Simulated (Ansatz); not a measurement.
Consider the formal exchange of groups at the Si–Ga bond: `[SiH3][Ga]1[CH2][CH2]1` + `CB(N)[SiH3]` → `CB(N)[SiH2][SiH3]` + `[CH2]1[CH2][GaH]1`.

Computed with Ansatz on PBE0-D4/def2-TZVP structures; ΔE is electronic, products minus reactants. CCSD(T)/CBS is the MP2 limit (def2-TZVPP, def2-QZVPP) plus CCSD(T) − MP2 in def2-TZVPP, frozen cores. DFT in def2-TZVPP. B3LYP here is the variant with VWN-RPA as its local correlation; programs differ in this. For Ga outer-core shells are correlated without core-valence functions, which leaves a few kJ/mol of doubt a bond. Scalar relativity is left out up to krypton. Each species was taken in one conformer, which may not be the lowest.

```
             level  ΔE (kcal/mol)  difference from CCSD(T)/CBS
           PBE0-D4           15.4                         -0.7
          B3LYP-D4           21.3                          5.2
           ωB97M-V           15.4                         -0.7
            B2PLYP           17.8                          1.7
               PBE           18.9                          2.8
              PBE0           15.2                         -0.9
    MP2/def2-TZVPP           12.5                         -3.6
SCS-MP2/def2-TZVPP           13.3                         -2.8
     MP2/CBS(def2)           14.1                         -2.0
    CCSD/CBS(def2)           14.5                         -1.6
       CCSD(T)/CBS           16.1                            0
```

Largest T1 diagnostic among the species: 0.016.

From PBE to PBE0 (25 % exact exchange), in def2-TZVPP and without D4, ΔE moves by −3.7 kcal/mol.
